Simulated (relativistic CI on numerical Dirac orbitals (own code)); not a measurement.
Lu⁶⁷⁺: sensitivity of the levels to the model

Base calculation: Dirac-Coulomb-Breit CI, KLI orbitals optimised for each configuration, model QED, unscaled Slater integrals.

Configurations in the expansion (outside the closed core 1s2): 2s², 2s2p, 2p², 2p3s, 2p3p, 2s3s, 2s3p, 2s3d, 2s4s, 2s4p, 2s4d, 2s4f, 3s², 3s3p, 3p². Levels of other configurations are missing.

Variants: (1) configuration mixing switched off. Shifts of the energy above 2s² ¹S0, in eV, for the lowest level and the first level of each name with at least 55 % of one term (blank where a level changes its place among those of its configuration and J or its character, or is not in the variant):

| Level | Base | Δ(1) |
| --- | --- | --- |
| 2s² ¹S0 | 0.0 | 0.0 |
| 2s2p ³P°0 | 160.4 | -10.7 |
| 2s2p ³P°1 | 193.1 | -10.7 |
| 2p² ³P0 | 454.6 | -18.3 |
| 2s2p ³P°2 | 1387.4 | -10.8 |
| 2s2p ¹P°1 | 1474.3 | -10.7 |
| 2p² ³P1 | 1640.0 | -10.8 |
| 2p² ¹D2 | 1658.1 | -10.5 |
| 2p² ³P2 | 2879.0 | -10.6 |
| 2p² ¹S0 | 2944.6 | -13.4 |
| 2s3s ³S1 | 9984.8 | -9.6 |
| 2s3s ¹S0 | 10017.0 | -7.0 |
| 2s3p ³P°0 | 10060.8 | -10.7 |
| 2s3p ³P°1 | 10061.2 | -9.6 |
| 2p3s ³P°0 | 10184.9 | -11.0 |
| 2p3s ³P°1 | 10186.5 | -9.7 |
| 2p3p ³D1 | 10230.7 | -10.0 |
| 2p3p ³P0 | 10282.3 | -13.8 |
| 2s3p ³P°2 | 10422.9 | -10.8 |
| 2s3p ¹P°1 | 10430.8 | -12.1 |
| 2s3d ³D1 | 10455.7 | -11.5 |
| 2s3d ³D2 | 10460.9 | -10.4 |

At this charge energies of transitions that change n are usually good to better than 1 %, and those within a shell (Δn = 0) to a few per cent.

Ionisation energy from the two ground configurations alone: base 17606.3 eV. The NIST ASD value (theoretical) is 17610 eV.

LS names give the leading component of a level, which can be under half, so a name can repeat, a term be missing and a line seem to break the LS rules.
